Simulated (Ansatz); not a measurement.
Energy needed to pull apart SbNH₄S (SMILES [NH2][SbH][SH]), singlet, into free ground-state atoms, from the structure below (displaced at random from a GFN2-xTB minimum); no zero-point or spin–orbit terms; open-shell atoms are treated unrestricted, in their ground-state multiplicity.

```json
{"atom": "N1", "x (Å)": "-1.1584", "y (Å)": "0.6776", "z (Å)": "-0.6435"}
{"atom": "Sb2", "x (Å)": "0.5619", "y (Å)": "0.6317", "z (Å)": "0.3033"}
{"atom": "S3", "x (Å)": "1.1207", "y (Å)": "-1.4495", "z (Å)": "0.2964"}
{"atom": "H4", "x (Å)": "-1.7065", "y (Å)": "-0.1016", "z (Å)": "-0.4600"}
{"atom": "H5", "x (Å)": "-1.1532", "y (Å)": "0.6290", "z (Å)": "-1.6082"}
{"atom": "H6", "x (Å)": "-0.2713", "y (Å)": "0.6169", "z (Å)": "1.9956"}
{"atom": "H7", "x (Å)": "2.3952", "y (Å)": "-1.1495", "z (Å)": "0.2907"}
```

Ansatz 0.2.0; basis: def2-TZVPP; cores frozen in the correlated methods. Filled d shells of the heavier atoms are correlated. Core potentials replace the inner electrons of the atoms past krypton. The def2 sets are not built for correlating such inner shells, so the correlated values are less sure here.

```
    method  atomization energy (kcal/mol)
    PBE-D4                          442.2
   BLYP-D4                              ?
 r2SCAN-D4                          429.2
   PBE0-D4                              ?
r2SCAN0-D4                          419.1
   wB97M-V                          435.1
        HF                          253.0
       MP2                          411.9
      CCSD                          403.6
   CCSD(T)                          413.3
```

(1) What does BLYP-D4 give? (Judge from chemistry; the value comes from the calculation.)

(2) What does PBE0-D4 give? (To be estimated.)

No T1 diagnostic of these runs exceeds 0.013.

Results:

(1) Computed: 437.0 kcal/mol, which is about 23.7 kcal/mol more than CCSD(T)/def2-TZVPP.

(2) Computed: 429.9 kcal/mol, which is about 16.6 kcal/mol more than CCSD(T)/def2-TZVPP.

In triple zeta the MP2 and coupled-cluster atomization energies are still short of their basis limit by a few kcal/mol a bond, whereas those of the functionals are nearly converged, so these differences are not deviations from converged CCSD(T).

For scale, one of the runs: CCSD(T)/def2-TZVPP forces, 179 basis functions (an equivalent command: `ansatz run in.yaml --threads 4`). The run took 3.9 min on 4 CPU threads (shared host), with 3.5 GiB of host memory at its peak.
